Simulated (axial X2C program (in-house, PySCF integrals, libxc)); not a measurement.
## Correcting the dissociation energy of Ga₂⁺ for spin–orbit coupling

A spin-free CCSD(T) curve (one-electron X2C) was computed with an in-house relativistic program for diatomic molecules, basis Ga dyall-cv3z [9s9p7d4f1g] (cores contracted in-house), for the state M_S = 1/2, Λ = 0 (beyond evenly filled blocks: σα). It gives D0 = 1.335 eV to Ga+ + Ga, which in a spin-free picture are the weighted means of the ground terms.

Correlated methods: 5 electrons correlated (number of frozen shells: Ga 3 s, 2 p, 1 d), 323 virtual spin orbitals or spinors in MP2, 89 natural virtuals in coupled cluster.

Measured levels of the ground terms (NIST Handbook of Basic Atomic Spectroscopic Data), in cm⁻¹: Ga+ 1S: J = 0 at 0; Ga 2P: J = 1/2 at 0, J = 3/2 at 826.2.

The molecular state has Λ = 0, so it has no first-order lowering.

Problem. How far does each ground level lie under the (2J+1)-weighted mean of its term?

Solution. Ga+: a single level, 0; Ga: (2 × 0 + 4 × 826.2)/6 = 551 cm⁻¹.

Problem. Correct D0.

Solution. D0 = 1.335 + (0 − 551)/8065.5 = 1.267 eV at CCSD(T) with these spin–orbit terms. The direct two-component run gives 1.282 eV; the difference holds second-order terms in the molecule, scalar two-electron terms, the gap between measured and computed atomic splittings (a 2c atom can miss part of its lowering) and, in coupled cluster, the truncation of each run.

Second-order spin–orbit effects in the molecule, which grow quickly with Z, are left out. The state is one determinant whose occupation by symmetry is held fixed; it was picked as the lowest of a PBE0 search that is not exhaustive. Dissociation energies refer to the lowest single-determinant-based atoms at the same level and basis. CCSD and (T) use frozen natural virtuals with an MP2 correction for the truncation; (T) itself is uncorrected, so its De runs slightly low. With the outer-core shells frozen, correlated bond lengths of heavy atoms tend to come out a few hundredths of an ångström too long.
